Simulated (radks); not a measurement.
The numbers below are computed, except where a source is named.
Neutral ytterbium inside a hard spherical wall (all orbitals vanish at R), configuration held at [Xe] 4f14 6s2 and not refilled when levels cross. Level of theory: scalar-relativistic Kohn-Sham, PBE, spin-polarised, spherical densities, point nucleus (a radial shooting solver on a logarithmic mesh with Libxc functionals). Eigenvalues in eV for spin up, with the zero of energy where the potential of the charges vanishes at infinity; a dash marks a level that is unbound or too diffuse for the functional's potential to be trusted. A positive occupied level is held by the wall or, in an anion where self-interaction has pushed it up, behind a barrier. The pressure on the wall is -dE/dV.

| R (bohr) | E (hartree) | kinetic (hartree) | e(5s) | e(5p) | e(6s) | e(4f) | e(6p, empty) | e(5d, empty) | pressure (GPa) |
|---|---|---|---|---|---|---|---|---|---|
| free | -14059.8048 | 15324.140 | -54.929 | -27.426 | -3.920 | -3.018 | - | - | 0 |
| 15 | -14059.8048 | 15324.140 | -54.927 | -27.424 | -3.919 | -3.016 | -1.090 | -0.661 | 0.000124 |
| 12 | -14059.8045 | 15324.143 | -54.903 | -27.400 | -3.901 | -2.992 | -1.006 | -0.620 | 0.00430 |
| 7 | -14059.7696 | 15324.349 | -53.803 | -26.318 | -2.839 | -1.915 | 1.113 | 0.581 | 1.60 |
| 6 | -14059.7130 | 15324.603 | -52.836 | -25.382 | -1.599 | -0.956 | 3.217 | 1.669 | 5.77 |
| 5 | -14059.5574 | 15325.214 | -51.125 | -23.753 | 1.269 | 0.788 | 7.768 | 3.757 | 23.8 |
| 4 | -14059.0646 | 15327.054 | -47.739 | -20.571 | 8.940 | 4.435 | 19.004 | 8.314 | 129 |
| 3.5 | -14058.4143 | 15329.503 | -44.505 | -17.456 | 17.808 | 8.131 | 31.091 | 12.954 | 356 |
| 2 | -14041.7719 | 15386.930 | -0.924 | 32.052 | 168.27 | 57.704 | 205.98 | 81.534 | 23100 |
| 1.5 | -13998.8111 | 15519.285 | 85.666 | 134.04 | 442.40 | 130.00 | 500.63 | 208.40 | 174000 |
